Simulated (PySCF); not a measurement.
Members of one family of related compounds. Level of theory: TDDFT CAM-B3LYP/def2-SVPD, vertical, gas phase, core orbitals frozen in the response in PySCF. Geometries: PBE0-D3(BJ)/def2-SVP; one conformer of each isolated species. Triplets are in the Tamm–Dancoff approximation. Atoms past krypton carry core potentials; spin–orbit coupling is left out.

Question: Rank by computed S1–T1 gap, lowest first.
A. `FB(F)F`
B. `[H]B([H])[H]`
C. `CSB(SC)SC`
D. `IB(I)I`

Answer: D (0.13 eV), A (0.25 eV), B (0.77 eV), C (0.93 eV).

| SMILES | S1−T1 (eV) | S1 (eV) | T1 (eV) | S1 mainly | T1 mainly | f(S1) |
| --- | --- | --- | --- | --- | --- | --- |
| IB(I)I | 0.13 | 3.76 | 3.63 | H→L (99%) | H→L (99%) | 0.000 |
| FB(F)F | 0.25 | 10.79 | 10.54 | H→L+1 (98%) | H→L+1 (98%) | 0.000 |
| [H]B([H])[H] | 0.77 | 5.80 | 5.02 | H-1/H→L (99%) | H-1/H→L (98%) | 0.000 |
| CSB(SC)SC | 0.93 | 5.83 | 4.90 | H-1/H→L (≥92%) | H-1/H→L (97%) | 0.194 |

H and L stand for HOMO and LUMO. A slash joins orbitals within 0.01 eV of each other, whose weights are summed (≥ marks a lower bound). Singlets come from full response and triplets from the Tamm–Dancoff approximation.
